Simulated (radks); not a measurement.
Problem. Species: Ba8+. Configuration: [Kr] 4d(3/2: 4, 5/2: 5) 5s2 5p(1/2: 1, 3/2: 0) (not the ground configuration). Method: Dirac Kohn-Sham, PBE, spin-unpolarised, spherical densities, finite nucleus; Fermi nuclear charge, rms radius 4.8378 fm; computed with a radial shooting solver on a logarithmic mesh with Libxc functionals. Some entries of the table are withheld. Estimate them.

| orbital | occ. | eigenvalue (hartree) | <r> (bohr) |
|---|---|---|---|
| 1s1/2 | 2 | -1372.471 | 0.02558 |
| 2s1/2 | 2 | -220.5609 | (1) |
| 2p1/2 | 2 | -208.0314 | (2) |
| 2p3/2 | 4 | -194.0007 | (3) |
| 3s1/2 | 2 | -49.96193 | 0.2914 |
| 3p1/2 | 2 | -44.70294 | 0.2813 |
| 3p3/2 | 4 | -41.98679 | 0.2932 |
| 3d3/2 | 4 | -32.76384 | 0.2641 |
| 3d5/2 | 6 | -32.18433 | 0.2678 |
| 4s1/2 | 2 | -13.11131 | (4) |
| 4p1/2 | 2 | -11.18412 | 0.6887 |
| 4p3/2 | 4 | -10.60296 | 0.7143 |
| 4d3/2 | 4 | (5) | 0.7706 |
| 4d5/2 | 5 | (6) | 0.7793 |
| 5s1/2 | 2 | -4.70881 | 1.444 |
| 5p1/2 | 1 | -4.08763 | (7) |
| 5p3/2 | 0 | -3.96039 | (8) |

Solution. 
(1) 2s1/2 <r> (bohr): 0.1093
(2) 2p1/2 <r> (bohr): 0.09192
(3) 2p3/2 <r> (bohr): 0.09792
(4) 4s1/2 <r> (bohr): 0.6682
(5) 4d3/2 eigenvalue (hartree): -7.43420
(6) 4d5/2 eigenvalue (hartree): -7.33198
(7) 5p1/2 <r> (bohr): 1.546
(8) 5p3/2 <r> (bohr): 1.592
